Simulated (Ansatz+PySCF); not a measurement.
Results of a calculation; reference values are marked as such.
**Several solutions for quartet MoN**

```xyz
2

Mo    0.0000    0.0000    0.0000
N     0.0000    0.0000    1.7014
```

Basis set: def2-SVP (spherical functions, with the set's core potentials past Kr). Charge 0, multiplicity 4.

ωB97X (unrestricted) was run from several starts with Ansatz (development build ahead of 0.2.0) and PySCF 2.14.0.

| run | program | start | converged | energy (hartree) | <S²> |
| --- | --- | --- | --- | --- | --- |
| A | PySCF | program defaults | yes | -122.69331 | 3.81 |
| B | Ansatz | search for the lowest state | yes | -122.75353 | 3.86 |
| C | Ansatz | stability test followed | yes | -122.75353 | 3.86 |
| D | Ansatz | atomic start, no search | yes | -122.75353 | 3.86 |

Q: Which runs reached the lowest solution of this kind, and what is wrong with the others?

A: B, C, D reached the lowest solution found. Converged but too high: A by 1.64 eV. Convergence only shows a stationary point, and even a stable one can lie too high; stability tests and further starts are what find lower ones. Caution: another spin multiplicity may lie lower. Caution: the unrestricted determinant is spin contaminated.
